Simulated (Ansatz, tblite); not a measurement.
Ge nanocrystals, hexagonal, H-capped: gap (eV) at several levels, gas phase, relaxed structures; Ansatz, xTB through tblite. A dash marks a value that wasn't run or was left out as unsound. The structures are stationary points that may keep the symmetry of their start.

```json
{"species": "Ge18H24", "state": "singlet", "geometry": "PBE-D4/def2-SVP", "GFN1-xTB": "2.85", "GFN2-xTB": "3.73", "PBE-D4/def2-SVP": "3.76", "PBE-D4/def2-TZVP": "3.69", "PBE0-D4/def2-SVP": "5.35", "PBE0-D4/def2-TZVP": "5.26"}
{"species": "Ge21H28", "state": "singlet", "geometry": "r2SCAN-D4/def2-SVP", "GFN1-xTB": "2.72", "GFN2-xTB": "3.66", "PBE-D4/def2-SVP": "3.77", "PBE-D4/def2-TZVP": "3.71", "PBE0-D4/def2-SVP": "5.35", "PBE0-D4/def2-TZVP": "5.27"}
{"species": "Ge23H30, rod", "state": "singlet", "geometry": "PBE-D4/def2-SVP", "GFN1-xTB": "2.59", "GFN2-xTB": "3.54", "PBE-D4/def2-SVP": "3.78", "PBE-D4/def2-TZVP": "3.72", "PBE0-D4/def2-SVP": "5.35", "PBE0-D4/def2-TZVP": "5.27"}
{"species": "Ge24H30", "state": "singlet", "geometry": "PBE-D4/def2-SVP", "GFN1-xTB": "2.66", "GFN2-xTB": "3.54", "PBE-D4/def2-SVP": "3.61", "PBE-D4/def2-TZVP": "–", "PBE0-D4/def2-SVP": "5.18", "PBE0-D4/def2-TZVP": "–"}
```

Over the 3 species that have every level, the mean is 2.72 at GFN1-xTB, 3.64 at GFN2-xTB, 3.77 at PBE-D4/def2-SVP, 3.71 at PBE-D4/def2-TZVP, 5.35 at PBE0-D4/def2-SVP, 5.26 at PBE0-D4/def2-TZVP. Orbital gaps grow with the share of exact exchange and aren't one observable across functionals.
